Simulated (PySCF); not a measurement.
Identify the unknown among the candidates.

All candidates are C7H11NO2.

| technique | computed result |
| --- | --- |
| NMR, other nuclei | isotropic shieldings of nuclei other than C and H, by class: 150 (1 N), -67 (1 O), 293 (1 O) ppm [GIAO PBE0/pcSseg-1] |
| Dipole | 4.31 D [PBE0/pcSseg-1] |
| 13C NMR | chemical shifts (computed TMS as zero) by class: 166.4 (1 C), 165.8 (1 C), 142.1 (1 C), 78.1 (1 C), 58.0 (1 C), 40.5 (1 C), 17.8 (1 C) ppm [GIAO PBE0/pcSseg-1] |
| 1H NMR | chemical shifts (computed TMS as zero) by class: 5.61 (1 H), 4.48 (1 H), 4.20 (1 H), 3.49 (3 H), 2.44 (1 H), 2.31 (3 H), 2.28 (1 H) ppm [GIAO PBE0/pcSseg-1] |
| Rotational structure | rotational constants A, B, C: 1.731, 1.120, 0.707 GHz [GFN2-xTB] |

Electronic properties: PySCF, gas phase, density fitting. Levels stand in brackets. Isolated species at its GFN2-xTB geometry (one conformer only). NMR classes are plain means over equivalent atoms (diastereotopic ones count apart unless rotation or inversion swaps them), as if these changed places fast.

Question: Which candidate is it?
A. `C=COC(=C)C(=O)N(C)C`
B. `CO[C@H]1CC(C)=C1C(N)=O`
C. `COC[C@@H]1C=C[C@H]1NC=O`

Answer: B. It is `CO[C@H]1CC(C)=C1C(N)=O`. Numbering: `[CH3:1][O:2][C@H:3]1[CH2:4][C:5]([CH3:6])=[C:7]1[C:8]([NH2:9])=[O:10]`. Its formula, C7H11NO2, gives 3 degrees of unsaturation: 1 ring and 2 π bonds in the structure found. 7 carbons fall into 7 classes; from least to most shielded: fully substituted alkene carbon [C5] (166.4 ppm), amide carbonyl carbon [C8] (165.8 ppm), fully substituted alkene carbon [C7] (142.1 ppm), ring sp3 carbon bound to oxygen [C3] (78.1 ppm), methoxy carbon [C1] (58.0 ppm), allylic carbon [C4] (40.5 ppm), allylic carbon [C6] (17.8 ppm). Hydrogen classes from least to most shielded: 1 H on an amide nitrogen, N9 (5.61 ppm), 1 H on an amide nitrogen, N9 (4.48 ppm), 1 H on an sp3 carbon bound to oxygen, C3 (4.20 ppm), 3 H on a methoxy carbon, C1 (3.49 ppm, a mean of values up to 0.5 ppm apart in this geometry), 1 H on an allylic carbon, C4 (2.44 ppm), 3 H on an allylic carbon, C6 (2.31 ppm, a mean of values up to 1.9 ppm apart in this geometry), 1 H on an allylic carbon, C4 (2.28 ppm). The other shieldings belong to: 150 ppm, amide nitrogen [N9]; -67 ppm, amide oxygen [O10]; 293 ppm, ether oxygen [O2]. The optimised geometry has point group C1 and is an asymmetric top.

The others, at the same levels:
- `COC[C@@H]1C=C[C@H]1NC=O` fails: its computed 13C shifts are 160.1 (1 C), 154.6 (1 C), 145.4 (1 C), 79.4 (1 C), 61.7 (1 C), 58.4 (1 C), 49.9 (1 C) ppm, 1H shifts are 8.20 (1 H), 6.83 (1 H), 6.28 (1 H), 5.02 (1 H), 4.61 (1 H), 3.88 (1 H), 3.55 (3 H), 3.16 (1 H), 2.70 (1 H) ppm and rotational constant A is 2.217 GHz (against 1.731 GHz).
- `C=COC(=C)C(=O)N(C)C` fails: its computed 13C shifts are 168.7 (1 C), 164.9 (1 C), 155.2 (1 C), 102.0 (1 C), 98.4 (1 C), 37.8 (1 C), 33.7 (1 C) ppm, 1H shifts are 6.62 (1 H), 5.00 (1 H), 4.94 (1 H), 4.87 (1 H), 4.52 (1 H), 3.06 (3 H), 3.02 (3 H) ppm and rotational constant A is 1.658 GHz (against 1.731 GHz).

Each candidate is one conformer, not necessarily the lowest. Dipoles, sizes and rotational constants follow the conformer. The torsions of the flexible species, by atom-mapped SMILES:
- `[CH3:1][O:2][C@H:3]1[CH2:4][C:5]([CH3:6])=[C:7]1[C:8]([NH2:9])=[O:10]`: C1–O2–C3–C4 77°, C5–C7–C8–N9 166°, H–N9–C8–C7 -173°, H–N9–C8–C7 -13°
- `[CH3:1][O:2][CH2:3][C@@H:4]1[CH:5]=[CH:6][C@H:7]1[NH:8][CH:9]=[O:10]`: C1–O2–C3–C4 179°, O2–C3–C4–C5 -80°, C6–C7–N8–C9 -141°, C7–N8–C9–O10 2°
- `[CH2:1]=[CH:2][O:3][C:4](=[CH2:5])[C:6](=[O:7])[N:8]([CH3:9])[CH3:10]`: C1–C2–O3–C4 -169°, C2–O3–C4–C5 -159°, O3–C4–C6–O7 -118°, C4–C6–N8–C9 -179°
